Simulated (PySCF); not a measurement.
CH3S, SMILES [CH2]S, multiplicity 2.

Geometry: PBE0-D3(BJ)/def2-TZVP. The isomer is the one that the SMILES or the coordinates give; other isomers of the formula were not compared.

These are PBE0-D3(BJ)/def2-TZVP run with PySCF values and carry that method's errors.

Frequencies are harmonic and unscaled.

| mode | ν (cm⁻¹) | IR (km/mol) | moving atoms (share of kinetic energy) |
|---|---|---|---|
| 1 | 99 | 21.5 | H 86 %, C 12 % |
| 2 | 349 | 71.1 | H 90 %, C 10 % |
| 3 | 783 | 3.9 | H 85 % |
| 4 | 868 | 3.3 | C 54 %, S 24 %, H 22 % |
| 5 | 1071 | 6.2 | H 82 %, C 14 % |
| 6 | 1405 | 0.7 | H 89 %, C 11 % |
| 7 | 2716 | 0.2 | H 97 % |
| 8 | 3198 | 1.6 | H 96 % |
| 9 | 3326 | 0.2 | H 89 %, C 11 % |
